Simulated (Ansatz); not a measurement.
Species: sum formula AlOH3, charge 0, multiplicity 1. 
Coordinates optimised at B3LYP-D3(BJ)/def2-TZVP (Ansatz, a quantum-chemistry and plane-wave program):
SMILES: [AlH2][OH]
```xyz
5

O      1.0824    -0.2049    -0.0084
Al    -0.5960     0.0639     0.0079
H      1.7380     0.4912    -0.0688
H     -1.1551     1.5379    -0.0801
H     -1.4942    -1.2206     0.1130
```

Basis-set convergence of Hartree-Fock and CCSD correlation energies (hartree) with Ansatz. Correlated levels leave the core frozen unless marked. Spin-orbit coupling is left out. No relativistic terms.

```csv
basis,functions,E(HF),"E(corr, CCSD)"
def2-SVP,47,-318.42737,-0.28022
def2-TZVPP,115,-318.61345,-0.34865
def2-QZVPP,217,-318.62488,-0.37118
```

Extrapolating the two largest sets (X = 3 and 4) as X^-3: E(corr) = (64·(-0.37118) - 27·(-0.34865))/37 = -0.3876 Eh, an estimate of the basis-set limit. The largest set recovers 95.8 % of it, the smallest 72.3 %.
